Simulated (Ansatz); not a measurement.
One change: `[F][Al]1[CH2][GaH]1` becomes `[Cl][Al]1[CH2][GaH]1`.

Ansatz, PBE0-D4/def2-TZVP geometries, multiplicity 1. 

Scalar relativity is left out up to krypton.

| property | `[F][Al]1[CH2][GaH]1` |
| --- | --- |
| HOMO–LUMO gap (PBE0/def2-TZVPP) / eV | 3.86 |
| HOMO energy (PBE/def2-TZVPP) / eV | -5.16 |
| HOMO energy (PBE0/def2-TZVPP) / eV | -6.07 |
| HOMO–LUMO gap (B3LYP/def2-TZVPP) / eV | 3.52 |
| HOMO energy (ωB97M-V/def2-TZVPP) / eV | -7.97 |
| LUMO energy (ωB97M-V/def2-TZVPP) / eV | -0.43 |

(1) Give the same properties after the change, and the shifts. (An estimate is asked.)

Results:

(1) Ansatz gave: 
```csv
property,`[Cl][Al]1[CH2][GaH]1`,shift
HOMO–LUMO gap (PBE0/def2-TZVPP) / eV,3.77,-0.09
HOMO energy (PBE/def2-TZVPP) / eV,-5.13,0.03
HOMO energy (PBE0/def2-TZVPP) / eV,-6.03,0.04
HOMO–LUMO gap (B3LYP/def2-TZVPP) / eV,3.43,-0.09
HOMO energy (ωB97M-V/def2-TZVPP) / eV,-7.92,0.05
LUMO energy (ωB97M-V/def2-TZVPP) / eV,-0.49,-0.06
```

B3LYP here is the variant with VWN-RPA as its local correlation; programs differ in this.
